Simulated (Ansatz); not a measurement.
One change: `OC(S)[SiH2]F` becomes `OC(S)S`.

Ansatz, PBE0-D4/def2-TZVP geometries, multiplicity 1. Each molecule was computed in one conformer, which needn't be the lowest.

```csv
property,`OC(S)[SiH2]F`
HOMO–LUMO gap (PBE0/def2-TZVPP) / eV,7.32
HOMO energy (ωB97M-V/def2-TZVPP) / eV,-9.58
size of the dipole moment (PBE/def2-TZVPP) / D,1.49
HOMO energy (B3LYP/def2-TZVPP) / eV,-7.13
HOMO energy (PBE/def2-TZVPP) / eV,-6.09
LUMO energy (PBE/def2-TZVPP) / eV,-0.93
```

Give the same properties after the change, and the shifts. (Best estimate.)

The calculation gave: 
| property | `OC(S)S` | shift |
| --- | --- | --- |
| HOMO–LUMO gap (PBE0/def2-TZVPP) / eV | 6.69 | -0.63 |
| HOMO energy (ωB97M-V/def2-TZVPP) / eV | -9.40 | 0.18 |
| size of the dipole moment (PBE/def2-TZVPP) / D | 1.14 | -0.35 |
| HOMO energy (B3LYP/def2-TZVPP) / eV | -6.97 | 0.16 |
| HOMO energy (PBE/def2-TZVPP) / eV | -5.96 | 0.13 |
| LUMO energy (PBE/def2-TZVPP) / eV | -1.48 | -0.55 |

With PBE0 the HOMO rises by 0.16 eV and the LUMO falls by 0.48 eV, so the gap narrows by about 0.64 eV. PBE moves the HOMO by 0.13 eV and ωB97M-V by 0.18 eV. Dipoles are sizes alone; their direction can turn.

B3LYP here is the variant with VWN-RPA as its local correlation; programs differ in this.
